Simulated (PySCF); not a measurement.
# CuO(OH)₂, quartet: molecular constants

These are results of UPBE0/[Cu def2-TZVP, O def2-TZVP, H def2-TZVP], no relativity, density fitting, PySCF, not measurements.

The structure is a minimum.

```xyz
6
charge 0 multiplicity 4, angstrom
Cu    0.0000    0.0000    0.0126
O     0.0000    0.0000    1.7659
O     1.5467    0.1428   -0.8432
O    -1.5467   -0.1428   -0.8432
H     2.0001   -0.7007   -0.9530
H    -2.0001    0.7007   -0.9530
```

```
Point group                                                                   : C2
Bond lengths                                                                  : Cu–O 1.753 Å, Cu–O 1.773 Å (×2), O–H 0.964 Å (×2)
Bond angles                                                                   : Cu–O–H 113.3° (×2), O–Cu–O 118.9° (×2), O–Cu–O 122.3°
Entropy at 298.15 K and 1 bar (electronic part: spin only)                    : 336.9 J/(mol K)
Rotational symmetry number                                                    : 2
Highest occupied level (β)                                                    : -8.12 eV
Heat capacity Cp at 298.15 K                                                  : 90.5 J/(mol K)
Spin squared ⟨S²⟩                                                             : 3.772
Lowest empty level (β)                                                        : -5.05 eV
Principal quadrupole moments (Buckingham, traceless) about the centre of mass : -6.94, -6.30, 13.24 D Å
Dipole moment                                                                 : 0.40 D
Zero-point energy                                                             : 71.7 kJ/mol
Enthalpy at 298.15 K above 0 K                                                : 19.30 kJ/mol
Principal polarisabilities                                                    : 24.1, 62.5, 65.8 bohr³
Rotational constants                                                          : 0.2221, 0.1955, 0.1058 cm⁻¹
Atomisation energy without zero-point energy                                  : 1500 kJ/mol
```

Harmonic modes (masses in u: Cu 62.930, O 15.995, H 1.008):
```tsv
symmetry	ω (cm⁻¹)	IR (km/mol)
a	101	129
b	163	0.3
b	176	12.1
a	190	76.5
b	319	66.2
a	582	0.9
a	605	39.6
b	641	115
a	751	36.7
b	769	138
b	3843	251
a	3848	51.1
```

In C2 the vibrations span 6a + 6b.

Charges (e):
```
atom  Mulliken  Löwdin  polar tensor  spin (Mulliken)  Mayer order to Cu1
 Cu1      0.73    0.28          1.00             0.70                   –
  O2     -0.23   -0.08         -0.31             1.47                0.99
O3,4     -0.58   -0.27         -0.64             0.42                0.89
H5,6      0.33    0.17          0.30            -0.01                0.02
```
Other Mayer orders above 0.3: O–H 0.89 (×2).

Mulliken populations on Cu1: s 6.51, p 12.43, d 9.33, f 0.00.

Outer orbital energies (eV). α occupied: -11.92, -11.44, -11.24, -11.11, -10.26, -9.90, -9.06, -8.97; empty: -0.40, 1.29, 2.68, 2.75. β occupied: -12.10, -11.93, -11.23, -11.04, -9.68, -9.30, -9.14, -8.12; empty: -5.05, -4.79, -4.43, -0.22.

Only a few start shapes were tried, so a lower isomer may exist. With open d or f shells other occupations or spin states may lie lower. At this level a doublet minimum of C2 symmetry lies 13 kJ/mol below this structure.

The final relaxation and frequency run took 2.5 min on 4 threads of a shared Intel Xeon 6975P-C (Granite Rapids) host, with 150 basis functions and 22 gradients; the process peaked at 1.9 GiB. Launch command: `OMP_NUM_THREADS=4 python axn.py task.json out`.
